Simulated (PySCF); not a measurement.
# Static response to an electric field

Species: trans-Ti(NH3)2Br4 (singlet state).
Cartesian coordinates in Å at the PBE0-D3(BJ)/def2-SVP level; atoms count from 1:
```
atom  x, y, z in Å
Ti1   -0.004    0.003    0.002
N2     0.021   -0.068    2.181
H3    -0.396    0.779    2.568
H4     0.983   -0.146    2.516
H5    -0.509   -0.877    2.509
N6    -0.013    0.056   -2.178
H7     0.509    0.866   -2.514
H8    -0.970    0.112   -2.528
H9     0.422   -0.793   -2.543
Br10   2.433   -0.116   -0.079
Br11  -2.437    0.127    0.090
Br12   0.118    2.438    0.077
Br13  -0.127   -2.433   -0.079
```

Level: wB97X-D/def2-SVPD (PySCF), static field, nuclei fixed, core orbitals frozen in the response. The polarisability tensor in these axes (au):

```
x   183.28   0.04  -2.32
y     0.04 183.23   2.06
z    -2.32   2.06 124.31
```

Problem. Diagonalise the tensor; give its mean and Δα, where Δα² is half the sum of the squared differences of the eigenvalues.

Solution. Principal values 124.15, 183.28 and 183.39 au; mean 163.61 au = 24.24 Å³ = 26.98 × 10⁻⁴⁰ C²·m²/J; Δα = 59.18 au (36 % of the mean).

Problem. What is the dipole moment?

Solution. 0.02 D; point group C2h allows none, and the residue is numerical.

Problem. Estimate the molar refractivity from the static electronic polarisability.

Solution. Lorentz–Lorenz: R = (4π/3)N_A α = 2.5225 cm³/(mol·Å³) × 24.24 Å³ = 61.2 cm³/mol, in the limit of long wavelengths.

Problem. Refractivity n − 1 of an ideal gas of it at 298.15 K and 1 atm, from the electronic α?

Solution. N = p/kT = 2.4615 × 10¹⁹ cm⁻³, so n − 1 = 2π × N × 24.24 × 10⁻²⁴ cm³ = 3750 × 10⁻⁶ at long wavelengths, for an ideal gas.

Problem. Give the eigenvalues of the traceless quadrupole moment Θ = ½Σq(3rr − r²1), origin at the centre of nuclear charge.

Solution. -19.66, -19.62, 39.29 D·Å. The electronic extent ⟨r²⟩ about the same centre is 3604 bohr², a root-mean-square distance of 2.35 Å for the 182 electrons.

Isolated species at its PBE0-D3(BJ)/def2-SVP geometry, gas phase. The calculation is non-relativistic, for bromine too.

These values come from a run that also computed excited states. Hardware: Arm Neoverse V1, one thread, shared host. Cost: 3.1 min (with the writing of density and orbital grids), 1.6 GiB resident at most.
